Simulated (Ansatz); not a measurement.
`[CH3][Ge]1([CH3])[CH]=CC=[C]1[C]1=CC=[C]([C]2=CC=[CH][Ge]2([CH3])[CH3])[Ge]1([CH3])[CH3]` with charge -1. Charge -1, multiplicity 2. Geometry PBE-D4/def2-SVP, that of the neutral singlet.

```xyz
47

C     3.956   -2.781   -1.191
Ge    2.166   -3.596   -1.092
C     1.390   -3.809   -2.889
C     2.082   -5.212    0.013
C     1.267   -4.934    1.075
C     0.668   -3.602    1.172
C     0.952   -2.676    0.184
C     0.453   -1.341    0.128
C     0.739   -0.412   -0.863
C     0.155    0.909   -0.781
C    -0.677    1.216    0.287
C    -1.323    2.470    0.503
C    -2.152    2.777    1.567
C    -2.736    4.117    1.635
C    -2.439    5.013    0.646
Ge   -1.241    4.111   -0.615
C    -2.003    3.866   -2.414
C     0.561    4.896   -0.715
Ge   -0.758   -0.422    1.399
C     0.017   -0.190    3.193
C    -2.554   -1.221    1.489
H     3.894   -1.782   -1.665
H     4.640   -3.415   -1.789
H     4.373   -2.664   -0.173
H     1.297   -2.822   -3.384
H     0.384   -4.264   -2.813
H     2.031   -4.460   -3.515
H     2.563   -6.191   -0.120
H     1.042   -5.677    1.862
H     0.007   -3.363    2.025
H     1.401   -0.658   -1.713
H     0.381    1.650   -1.570
H    -2.383    2.042    2.359
H    -3.398    4.366    2.484
H    -2.843    6.036    0.636
H    -3.013    3.420   -2.338
H    -1.361    3.189   -3.011
H    -2.079    4.838   -2.940
H     0.975    5.021    0.304
H     1.235    4.233   -1.292
H     0.528    5.886   -1.212
H    -0.620    0.477    3.807
H     0.106   -1.168    3.705
H     1.025    0.260    3.110
H    -2.510   -2.218    1.972
H    -3.237   -0.573    2.072
H    -2.962   -1.340    0.467
```

Single mean-field runs in def2-TZVP are fitted with def2-universal-jkfit. At HF/def2-TZVP the charge -1 doublet is spin-contaminated (final ⟨S²⟩ up to 1.74, 0.75 for a pure state). At PBE-D4/def2-TZVP the highest occupied level of the charge -1 doublet lies above zero (up to 0.35 eV). By energy differences its removal costs 1.39 eV (vertical, to the charge 0 singlet, at PBE-D4/def2-TZVP); self-interaction error and the lack of diffuse functions both raise the level.

Task: Estimate the α-spin orbital energies around the gap (eV) in Ansatz with HF/def2-TZVP, PBE-D4/def2-TZVP, PBE0-D4/def2-TZVP.

Result: 
```csv
orbital,HF/def2-TZVP,PBE-D4/def2-TZVP,PBE0-D4/def2-TZVP
HOMO−5,-6.94,-3.20,-4.36
HOMO−4,-6.64,-2.97,-4.11
HOMO−3,-5.83,-2.37,-3.44
HOMO−2,-5.81,-2.19,-3.22
HOMO−1,-4.43,-0.99,-1.86
HOMO,-1.49,0.35,-0.20
LUMO,6.07,1.41,2.05
LUMO+1,6.09,2.12,2.92
LUMO+2,6.12,2.77,3.54
LUMO+3,6.44,2.87,3.63
LUMO+4,6.46,2.99,3.79
LUMO+5,7.08,3.58,4.45
β HOMO,-2.19,-0.71,-1.28
β LUMO,5.59,0.67,1.43
```
